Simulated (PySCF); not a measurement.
Working with the constants of SbBr

UHF-CCSD(T) constants of SbBr, ³Σ⁻ (triplet), unpaired electrons π ↑↑ (basis Sb x2c-TZVPPall, Br x2c-TZVPPall; spin-free X2C with a Gaussian nucleus; PySCF 2.14; masses 120.9038 and 78.9183 u):

- ωe: 258.9 cm⁻¹
- ωexe: 0.629 cm⁻¹
- Be: 0.056727 cm⁻¹
- αe: 0.000184 cm⁻¹
- D (centrifugal): 1.09e-08 cm⁻¹
- De to Sb + Br: 2.51 eV

Give the vibrational terms G(v) and spacings up to v = 3.

G(v) = ωe(v+½) − ωexe(v+½)².

| v | G(v) (cm⁻¹) | G(v) − G(v−1) | Bv (cm⁻¹) |
| --- | --- | --- | --- |
| 0 | 129.3 |  | 0.05663 |
| 1 | 386.9 | 257.6 | 0.05645 |
| 2 | 643.3 | 256.4 | 0.05627 |
| 3 | 898.4 | 255.1 | 0.05608 |

How well does the Morse estimate ωe²/(4ωexe) reproduce De, and what is D0?

It gives 3.30 eV, 132 % of the computed De. D0 = De − G(0) = 2.51 − 0.02 = 2.49 eV.

Correlated steps freeze 27 core orbitals. Spin–orbit coupling is left out, which matters for elements this heavy, above all for dissociation energies. The state was picked by a PBE0 search and need not be the measured ground state.
